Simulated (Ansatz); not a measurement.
Molecule: C4H6BBr (charge 0, singlet). SMILES: C=CB(Br)C=C
Coordinates optimised at B3LYP-D3(BJ)/def2-TZVP (Ansatz, an electronic-structure program):
```
B
C 1 1.5412
C 2 1.3369 1 126.07
H 3 1.0837 2 121.23 1 0.00
H 3 1.0842 4 116.61 2 -180.00
H 2 1.0890 3 117.21 4 180.00
C 1 1.5412 2 121.29 6 0.00
C 7 1.3369 1 126.07 2 180.00
H 8 1.0837 7 121.23 1 0.00
H 8 1.0842 9 116.61 7 -180.00
H 7 1.0890 8 117.21 9 -180.00
Br 1 1.9508 2 119.35 6 -180.00
```
Charge 0, spin multiplicity 1.

Wanted: vertical triplet-singlet gap (E(triplet) - E(singlet); each state is the SCF solution reached for its spin; the UHF <S^2> is 2.15 for the triplet (pure: 2.00); for the singlet the Hartree-Fock reference is unstable and T1 is 0.012), in kJ/mol. Valence correlation only, unless marked. UHF or UKS for open shells. No spin-orbit coupling. The frozen core is the preceding noble-gas configuration, with the filled d and f shells of earlier blocks. Non-relativistic. 

```
level                program  vertical triplet-singlet gap (kJ/mol)
-------------------  -------  -------------------------------------
HF/aug-cc-pVDZ        Ansatz                                  263.4
HF/aug-cc-pVTZ        Ansatz                                  261.0
HF/aug-cc-pVQZ        Ansatz                                  260.6
r2SCAN/def2-TZVPD     Ansatz                                  304.0
PBE0/def2-TZVPD       Ansatz                                  322.2
RI-MP2/aug-cc-pVTZ    Ansatz                                  395.1
SCS-MP2/aug-cc-pVDZ   Ansatz                                  397.2
CCSD/aug-cc-pVDZ      Ansatz                                  351.9
CCSD(T)/aug-cc-pVDZ   Ansatz                                  361.8
```
